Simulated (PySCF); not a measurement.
C3H10Si3, SMILES C[SiH2][SiH2]C#C[SiH3].

Geometry: PBE0-D3(BJ)/def2-SVP. The structure was generated by enumeration, and PubChem lists no compound with its InChIKey, so it may never have been made. Other conformers were not sampled.

Level of theory: PySCF with B3LYP/def2-TZVP.

Isolated molecule, no solvent.

```json
{
  "total_energy": "-988.91336 hartree",
  "highest_occupied_level": "-7.42 eV",
  "lowest_empty_level": "-0.91 eV",
  "orbital_gap": "6.50 eV",
  "dipole_moment": "0.93 D",
  "quadrupole, principal values (traceless, Buckingham form, about the centre of nuclear charge)": "-3.17, -0.24, 3.41 D·Å"
}
```
